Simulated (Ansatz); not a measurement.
Born–Oppenheimer molecular dynamics of a periodic cell of 17 atoms, LiSi16 (host Si, host structure diamond, interstitial Li), cell charge +1. It starts from a relaxed structure.

The calculation used DFT PBEsol, scalar-relativistic, plane waves, PAW in Ansatz. Settings: accuracy low, PAW set soft_1, cutoff 420 eV, k mesh 2x2x2, fermi-dirac smearing 0.05 eV, no spin polarisation.

```
ensemble        : NVT, Langevin thermostat
time step       : 1 fs
steps asked     : 210
set temperature : 900 K
friction        : 0.02 /fs
seed            : 975775
```

First frame:

```xyz
17
Lattice="0.0000 5.4300 5.4300 5.4300 0.0000 5.4300 5.4300 5.4300 0.0000" Properties=species:S:1:pos:R:3
Si 0.024 -0.026 -0.026
Si 1.376 1.356 1.356
Si 2.705 2.722 -0.009
Si 4.071 4.050 1.357
Si 2.705 -0.009 2.722
Si 4.071 1.357 4.050
Si 5.439 2.725 2.725
Si 6.788 4.073 4.073
Si 0.019 2.735 2.735
Si 1.350 4.068 4.068
Si 2.687 5.402 2.741
Si 4.070 6.785 4.092
Si 2.687 2.742 5.402
Si 4.070 4.092 6.785
Si 5.437 5.420 5.420
Si 6.763 6.787 6.787
Li 9.486 6.779 6.778
```

(1) What does the run give?

(2) What happens to the structure?

(3) How do temperature and energy run in time?

## Answers

(1) All steps were run.

- steps done: 210
- time covered: 210 fs
- mean temperature over the second half: 817 K
- spread of the potential energy over the second half: 10.2 meV per atom
- mean potential energy of the second half above the start: 114.5 meV per atom

A run of 0.21 ps of so small a system gives no equilibrium averages. Limits of this set-up: PAW files made for another functional, low accuracy level, charged cell in a uniform background, uncorrected.

(2) Mean squared displacements from the first frame to the last, about the centre of mass: Si 0.10 Å², Li 0.04 Å². Another seed would give other details.

(3) 
```json
{"time (fs)": "0.0", "T (K)": "847", "potential energy less start (eV)": "0.000"}
{"time (fs)": "17.0", "T (K)": "602", "potential energy less start (eV)": "1.051"}
{"time (fs)": "34.0", "T (K)": "577", "potential energy less start (eV)": "1.256"}
{"time (fs)": "51.0", "T (K)": "728", "potential energy less start (eV)": "1.315"}
{"time (fs)": "68.0", "T (K)": "723", "potential energy less start (eV)": "1.635"}
{"time (fs)": "85.0", "T (K)": "596", "potential energy less start (eV)": "1.939"}
{"time (fs)": "102.0", "T (K)": "779", "potential energy less start (eV)": "1.799"}
{"time (fs)": "119.0", "T (K)": "793", "potential energy less start (eV)": "1.963"}
{"time (fs)": "136.0", "T (K)": "826", "potential energy less start (eV)": "1.979"}
{"time (fs)": "153.0", "T (K)": "846", "potential energy less start (eV)": "1.842"}
{"time (fs)": "170.0", "T (K)": "782", "potential energy less start (eV)": "1.846"}
{"time (fs)": "187.0", "T (K)": "821", "potential energy less start (eV)": "1.893"}
{"time (fs)": "204.0", "T (K)": "1025", "potential energy less start (eV)": "2.282"}
```

Time of the run: 14 min on 1 thread of Arm Neoverse V2, with other jobs on the host, peak memory 0.66 GiB.
